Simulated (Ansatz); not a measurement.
Ideal-gas functions of `C#C[SiH2]O` at 500 K and 1 bar, from an Ansatz frequency run at PBE0-D4/def2-TZVP.

Molar mass 72.14 g/mol, point group C1 (symmetry number 1), electronic degeneracy 1, moments of inertia 28.159, 149.602, 170.969 u Å². Harmonic wavenumbers (cm⁻¹, unscaled): 134, 200, 231, 377, 624, 640, 724, 739, 742, 834, 909, 924, 964, 2161, 2229, 2272, 3464, 3925.

Use S(trans) = R[1.5 ln M + 2.5 ln T − 1.1517]; rotational temperatures θ = 24.2544 K / I; S(rot) = R[ln(√π/σ · √(T³/θAθBθC)) + 1.5]; for each mode x = 1.438777 ν̃/T, S = R[x/(eˣ − 1) − ln(1 − e⁻ˣ)] and H = RT x/(eˣ − 1); 1 cm⁻¹ = 0.0119627 kJ/mol; R = 8.31446 J/(mol·K).

**Question.** By hand: the entropy, in J/(mol·K).

**Answer.** Translation 173.0. Rotation: θ = 0.8613, 0.1621, 0.1419 K, giving 111.0. Vibration, mode by mode: 16.29, 13.02, 11.86, 8.03, 4.48, 4.32, 3.57, 3.45, 3.43, 2.78, 2.35, 2.27, 2.07, 0.12, 0.10, 0.09, 0.00, 0.00, in all 78.2. Electronic 0.0. Sum 362.2 J/(mol·K).

**Question.** By hand: H − E and G − E in kJ/mol, counted from the electronic energy.

**Answer.** Zero-point energy ½ × 22093 × 0.0119627 = 132.1; thermal vibration 21.9; translation, rotation and pV give 4 RT = 16.6. H − E = 170.6 kJ/mol, and G − E = 170.6 − 500 × 362.2/1000 = -10.5 kJ/mol.

Vibration gives 22 % of the entropy, 16.3 J/(mol·K) of it from the mode under 150 cm⁻¹: soft modes count most, and the harmonic formula is weakest for them. The sum counts one conformer and one mirror image; others add a mixing term.
